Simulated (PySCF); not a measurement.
Cl4Se (SMILES Cl[Se](Cl)(Cl)Cl), singlet, at a GFN2-xTB geometry. Base run: M062X/STO-3G run with PySCF.

Geometry (Å):
```xyz
5

Se    -0.0030     0.0047     0.4425
Cl     1.0617    -1.3266    -0.8210
Cl     1.8123     1.4588     0.3965
Cl    -1.0503     1.3087    -0.8633
Cl    -1.8177    -1.4503     0.4028
```
Charge 0, spin multiplicity 1.
All else is at PySCF's defaults.
Base energy -4195.65372 Eh.

Each row names what was changed in the base input (with any setting that the change needs).

| change | ΔE vs base (mEh) | SCF cycles |
|---|---|---|
| base | 0.000 | 9 |
| DIIS = EDIIS | 0.000 | 35 |
| diis = off (with mf.max_cycle = 100) | 0.000 | 36 |
| diis = off; damp = 0.3 (with mf.diis_start_cycle = 200; with mf.max_cycle = 150) | 0.000 | 15 |
| conv_tol = 1e-11 | 0.000 | 10 |
| init_guess = 1e | 0.000 | 10 |
| diis = off; damp = 0.6 (with mf.diis_start_cycle = 200; with mf.max_cycle = 150) | 0.000 | 26 |
| diis_space = 4 | 0.000 | 9 |
| conv_tol_grad = 1e-3 | 0.000 | 9 |
| init_guess = huckel | 0.000 | 9 |
| diis_space = 20 | 0.000 | 9 |
| conv_tol = 1e-7 | 0.000 | 7 |
| level_shift = 1.0 (with mf.max_cycle = 100) | 0.000 | 40 |
